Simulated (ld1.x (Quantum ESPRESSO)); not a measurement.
## Transferability test, TM potential for phosphorus

ld1.x (Quantum ESPRESSO) 7.5 input, shortened:

```
&input
   title='P', zed=15., rel=1, dft='PBE', iswitch=3,
   config='[Ne] 3s2 3p2 3d-2'
 /
 &inputp
   pseudotype=2, tm=.true., lloc=0,
   nlcc=.false.
 /
3
3P  2  1   2.00   0.00  1.35  1.35  0.0
3D  3  2  -2.00   0.25  1.20  1.20  0.0
3S  1  0   2.00   0.00  1.10  1.10  0.0
 &test
   configts(1)='3s2 3p2'
 /
```

Energies are relative to the spin-unpolarised reference configuration 3s2 3p2; without spin polarisation the order of configurations can differ from experiment. The frozen-core shift is the all-electron ΔE with the core orbitals held at their reference shape minus the fully relaxed ΔE.

Problem. Give the all-electron excitation energy and the error of the potential for: 3s2 3p3; 3s2 3p1; 3s2 3p0; 3s0 3p5; 3s1 3p0; 3s2 3p2.5; 3s1 3p4.

Solution.

```tsv
valence configuration	charge	ΔE all-electron (eV)	error AE − PS (meV)	frozen-core shift (meV)
3s2 3p3	0	-9.730	+5.9	+0.5
3s2 3p1	+2	19.147	+14	+4.6
3s2 3p0	+3	48.886	+87	+30
3s0 3p5	0	7.471	+128	+0.7
3s1 3p0	+4	100.891	+218	+116
3s2 3p2.5	+0.5	-5.955	+2.1	+0.1
3s1 3p4	0	-1.195	+34	0.0
```

Levels in the configuration 3s1 3p4:

```
level  all-electron (eV)  pseudo (eV)
   3s            -14.675      -14.627
   3p             -6.072       -6.077
```
